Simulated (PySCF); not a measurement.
**Spin-rotation constants: SMILES CCC(C)(CC)CC(C)(C)C, C11H24**

Cartesian coordinates in Å; atom numbers follow the order of the lines, from 1:
```xyz
35

C     2.289   -2.091    0.601
C     0.971   -1.327    0.707
C     0.859   -0.054   -0.155
C     0.922   -0.419   -1.641
C     2.052    0.895    0.113
C     2.230    1.366    1.553
C    -0.430    0.728    0.208
C    -1.851    0.344   -0.271
C    -2.813    1.217    0.554
C    -2.221   -1.118   -0.021
C    -2.086    0.678   -1.748
H     2.227   -2.995    1.204
H     2.493   -2.387   -0.424
H     3.127   -1.504    0.967
H     0.810   -1.060    1.753
H     0.174   -2.010    0.422
H     0.721    0.453   -2.256
H     0.209   -1.201   -1.887
H     1.915   -0.782   -1.897
H     2.970    0.395   -0.202
H     1.936    1.774   -0.526
H     1.374    1.944    1.893
H     2.372    0.527    2.229
H     3.111    2.002    1.619
H    -0.280    1.760   -0.123
H    -0.472    0.751    1.300
H    -3.843    1.041    0.252
H    -2.594    2.272    0.410
H    -2.729    0.991    1.615
H    -1.664   -1.787   -0.670
H    -2.036   -1.393    1.015
H    -3.280   -1.267   -0.227
H    -1.565   -0.008   -2.406
H    -1.758    1.690   -1.972
H    -3.149    0.610   -1.975
```

Computed with PySCF 2.14.0, GIAO HF/pcSseg-1 magnetisability, rotational g tensor and spin-rotation constants, non-relativistic, gas phase. Geometry: GFN2-xTB.

(1) Give the nuclear spin-rotation constants along the inertial axes (H = +C I·J) beside the isotropic shieldings.

Answers

(1) Rotational constants 1.4886, 0.6823, 0.6221 GHz. A star marks the isotopologue with that one atom substituted, in its own axes.
| atom | isotope | Caa (kHz) | Cbb (kHz) | Ccc (kHz) | mean (kHz) | σ (ppm) |
| --- | --- | --- | --- | --- | --- | --- |
| H12 | 1H | -0.159 | -0.045 | -0.020 | -0.074 | 31.2 |
| H13 | 1H | -0.166 | -0.048 | -0.015 | -0.076 | 31.3 |
| H14 | 1H | -0.065 | -0.034 | -0.070 | -0.056 | 31.3 |
| H15 | 1H | -0.172 | -0.049 | -0.008 | -0.076 | 31.1 |
| H16 | 1H | -0.089 | -0.018 | -0.066 | -0.058 | 30.7 |
| H17 | 1H | -0.137 | -0.051 | -0.024 | -0.070 | 31.3 |
| H18 | 1H | -0.113 | -0.016 | -0.066 | -0.065 | 31.3 |
| H19 | 1H | -0.010 | -0.069 | -0.059 | -0.046 | 31.2 |
| H20 | 1H | -0.024 | -0.057 | -0.061 | -0.047 | 31.0 |
| H21 | 1H | -0.140 | -0.050 | -0.023 | -0.071 | 31.4 |
| H22 | 1H | -0.049 | -0.050 | -0.061 | -0.053 | 31.2 |
| H23 | 1H | -0.138 | -0.055 | -0.021 | -0.071 | 31.3 |
| H24 | 1H | -0.073 | -0.039 | -0.061 | -0.058 | 31.3 |
| H25 | 1H | -0.169 | -0.018 | -0.041 | -0.076 | 31.4 |
| H26 | 1H | -0.166 | -0.067 | 0.007 | -0.075 | 31.1 |
| H27 | 1H | 0.014 | -0.068 | -0.074 | -0.043 | 31.5 |
| H28 | 1H | -0.173 | -0.002 | -0.052 | -0.076 | 31.1 |
| H29 | 1H | -0.150 | -0.078 | 0.007 | -0.074 | 31.3 |
| H30 | 1H | -0.126 | -0.025 | -0.050 | -0.067 | 31.0 |
| H31 | 1H | -0.141 | -0.076 | 0.001 | -0.072 | 31.3 |
| H32 | 1H | 0.017 | -0.069 | -0.072 | -0.042 | 31.3 |
| H33 | 1H | -0.132 | -0.021 | -0.048 | -0.067 | 30.8 |
| H34 | 1H | -0.173 | -0.013 | -0.044 | -0.077 | 31.4 |
| H35 | 1H | 0.028 | -0.077 | -0.070 | -0.040 | 31.4 |
| C1 | 13C* | 0.176 | 0.083 | 0.074 | 0.111 | 182.8 |
| C2 | 13C* | 0.237 | 0.104 | 0.085 | 0.142 | 163.6 |
| C3 | 13C* | 0.212 | 0.102 | 0.099 | 0.138 | 162.8 |
| C4 | 13C* | 0.227 | 0.093 | 0.089 | 0.137 | 167.3 |
| C7 | 13C* | 0.264 | 0.126 | 0.119 | 0.169 | 141.4 |
| C8 | 13C* | 0.207 | 0.102 | 0.092 | 0.134 | 166.1 |
| C9 | 13C* | 0.222 | 0.108 | 0.107 | 0.145 | 156.7 |

For the geometry as given, no vibrational averaging.
